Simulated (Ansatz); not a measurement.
Relaxation of C₂H₄BClO (9 atoms, charge 0, multiplicity 1), to a largest force component of 0.02 eV/Å in at most 50 steps.

Level of theory: UKS PBE0-D4/def2-SVP in Ansatz.

```xyz
9
Properties=species:S:1:pos:R:3
Cl -1.677 1.945 1.307
B -0.686 1.024 0.120
C 0.576 0.118 0.368
C 0.150 -0.795 -0.643
O -1.012 -0.002 -0.940
H 1.549 0.635 0.069
H 0.651 -0.317 1.408
H 0.782 -0.888 -1.531
H -0.245 -1.766 -0.175
```

Where does it end, and by what steps?

The run converged. After 6 steps the energy has fallen by 1.423 eV; Cl1 moved furthest, 0.45 Å.

| step | energy less start (eV) | largest force component (eV/Å) | accepted |
| --- | --- | --- | --- |
| 0 | 0.0000 | 4.422 | yes |
| 1 | -1.0719 | 2.588 | yes |
| 2 | -1.3272 | 1.464 | yes |
| 3 | -1.4132 | 0.597 | yes |
| 4 | -1.4209 | 0.194 | yes |
| 5 | -1.4229 | 0.033 | yes |
| 6 | -1.4230 | 0.009 | yes |

```xyz
9
Properties=species:S:1:pos:R:3
Cl -1.637 2.143 0.908
B -0.736 0.796 0.258
C 0.662 0.099 0.486
C 0.085 -0.774 -0.639
O -1.161 -0.029 -0.733
H 1.557 0.680 0.225
H 0.819 -0.405 1.449
H 0.621 -0.736 -1.599
H -0.122 -1.822 -0.373
```

Whether the end is a true minimum wasn't checked by a vibrational analysis.

The run took 28 s on 2 threads of Arm Neoverse V1, on a shared host, peak memory 0.26 GiB.
